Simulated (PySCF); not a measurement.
Isomers of C6H9FOSi, from PBE0-D3(BJ)/def2-SVP geometry optimisation, gas phase (PySCF 2.14.0). One conformer each, no zero-point energy, no frequencies.

Task: Which isomer lies lowest at this level?
A. `[CH3:1][C:2]#[C:3][Si@@H:4]1[O:5][CH2:6][CH2:7][C@@H:8]1[F:9]` with C3–Si4–O5–C6 -116°, Si4–O5–C6–C7 -26°, O5–C6–C7–C8 43°, C6–C7–C8–F9 77°: A = 2646, B = 783.6, C = 692.5 MHz, dipole 0.98 D
B. `[CH3:1][CH2:2][O:3][Si@H:4]1[CH:5]=[CH:6][CH:7]=[C:8]1[F:9]` with C1–C2–O3–Si4 -175°, C2–O3–Si4–C5 -175°: A = 2293, B = 887.4, C = 698.3 MHz, dipole 0.43 D
C. `[CH3:1][C:2]#[C:3][Si@@H:4]1[O:5][CH2:6][CH2:7][C@H:8]1[F:9]` with C3–Si4–O5–C6 -114°, Si4–O5–C6–C7 21°, O5–C6–C7–C8 -41°, C6–C7–C8–F9 -75°: A = 2648, B = 720.7, C = 672.7 MHz, dipole 3.31 D

Result: B. That is `C1C=C[Si@H](OCC)C=1F`, 6.7 kcal/mol below the next.

| SMILES | mapped SMILES | E (Eh) | relative (kcal/mol) | relative (kJ/mol) | dipole (D) |
| --- | --- | --- | --- | --- | --- |
| CCO[Si@H]1C=CC=C1F | [CH3:1][CH2:2][O:3][Si@H:4]1[CH:5]=[CH:6][CH:7]=[C:8]1[F:9] | -697.64375 | 0.0 | 0.0 | 0.43 |
| CC#C[Si@@H]1OCC[C@H]1F | [CH3:1][C:2]#[C:3][Si@@H:4]1[O:5][CH2:6][CH2:7][C@H:8]1[F:9] | -697.63310 | 6.7 | 28.0 | 3.31 |
| CC#C[Si@@H]1OCC[C@@H]1F | [CH3:1][C:2]#[C:3][Si@@H:4]1[O:5][CH2:6][CH2:7][C@@H:8]1[F:9] | -697.63185 | 7.5 | 31.3 | 0.98 |

As drawn, the lowest has a C=C bond outside aromatic rings, which the highest lacks; the highest has a C≡C bond, which the lowest lacks.
